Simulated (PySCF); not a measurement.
Isomers of C5H10F3O2P, mass 190.037 u with the commonest isotopes. Computed with PBE0/pcSseg-1 in PySCF (dipole) on a GFN2-xTB geometry, gas phase. One conformer each, none proved a minimum here; rigid rotors.

Question: Order these by out-of-plane moment Σ m c² = (Ia + Ib − Ic)/2, smallest first.
A. `[CH3:1][P@@:2](=[O:3])([CH2:4][CH2:5][CH2:6][OH:7])[C:8]([F:9])([F:10])[F:11]` with C1–P2–C4–C5 -68°, P2–C4–C5–C6 -38°, C4–C5–C6–O7 61°, C5–C6–O7–H -153°
B. `[CH3:1][CH2:2][P@@:3](=[O:4])([OH:5])[CH2:6][CH2:7][C:8]([F:9])([F:10])[F:11]` with C1–C2–P3–O4 51°, C2–P3–O5–H -144°, C2–P3–C6–C7 153°, P3–C6–C7–C8 79°
C. `[CH3:1][CH:2]([CH3:3])[P@@:4](=[O:5])([OH:6])[CH2:7][C:8]([F:9])([F:10])[F:11]` with C1–C2–P4–O5 -178°, C2–P4–O6–H -123°, C2–P4–C7–C8 66°
D. `[CH3:1][O:2][CH2:3][CH2:4][P@:5]([CH3:6])(=[O:7])[C:8]([F:9])([F:10])[F:11]` with C1–O2–C3–C4 -166°, O2–C3–C4–P5 41°, C3–C4–P5–C6 173°

Answer: B (107.66 u·Å²), A (119.62 u·Å²), C (123.06 u·Å²), D (126.30 u·Å²).

Question: Order these by rotational constant C, smallest first.
A. `[CH3:1][P@@:2](=[O:3])([CH2:4][CH2:5][CH2:6][OH:7])[C:8]([F:9])([F:10])[F:11]` with C1–P2–C4–C5 -68°, P2–C4–C5–C6 -38°, C4–C5–C6–O7 61°, C5–C6–O7–H -153°
B. `[CH3:1][O:2][CH2:3][CH2:4][P@:5]([CH3:6])(=[O:7])[C:8]([F:9])([F:10])[F:11]` with C1–O2–C3–C4 -166°, O2–C3–C4–P5 41°, C3–C4–P5–C6 173°
C. `[CH3:1][CH:2]([CH3:3])[P@@:4](=[O:5])([OH:6])[CH2:7][C:8]([F:9])([F:10])[F:11]` with C1–C2–P4–O5 -178°, C2–P4–O6–H -123°, C2–P4–C7–C8 66°
D. `[CH3:1][CH2:2][P@@:3](=[O:4])([OH:5])[CH2:6][CH2:7][C:8]([F:9])([F:10])[F:11]` with C1–C2–P3–O4 51°, C2–P3–O5–H -144°, C2–P3–C6–C7 153°, P3–C6–C7–C8 79°

Answer: D (516.1 MHz), C (603.0 MHz), A (623.4 MHz), B (723.2 MHz).

Question: Order these by dipole moment, smallest first.
A. `[CH3:1][O:2][CH2:3][CH2:4][P@:5]([CH3:6])(=[O:7])[C:8]([F:9])([F:10])[F:11]` with C1–O2–C3–C4 -166°, O2–C3–C4–P5 41°, C3–C4–P5–C6 173°
B. `[CH3:1][CH:2]([CH3:3])[P@@:4](=[O:5])([OH:6])[CH2:7][C:8]([F:9])([F:10])[F:11]` with C1–C2–P4–O5 -178°, C2–P4–O6–H -123°, C2–P4–C7–C8 66°
C. `[CH3:1][P@@:2](=[O:3])([CH2:4][CH2:5][CH2:6][OH:7])[C:8]([F:9])([F:10])[F:11]` with C1–P2–C4–C5 -68°, P2–C4–C5–C6 -38°, C4–C5–C6–O7 61°, C5–C6–O7–H -153°

Answer: B (3.53 D), A (3.86 D), C (5.04 D).

```
                    SMILES  point group  Ia (u·Å²)  Ib (u·Å²)  Ic (u·Å²)      κ  μa (D)  μb (D)  μc (D)
   COCC[P@](C)(=O)C(F)(F)F           C1     405.68     545.73     698.81  -0.22    1.64    1.78    3.01
CC(C)[P@@](=O)(O)CC(F)(F)F           C1     337.60     746.58     838.05  -0.83    2.11    1.43    2.44
  C[P@@](=O)(CCCO)C(F)(F)F           C1     297.67     752.21     810.65  -0.91    4.33    1.34    2.20
  CC[P@@](=O)(O)CCC(F)(F)F           C1     255.64     938.88     979.21  -0.97    1.85    1.83    2.26
```
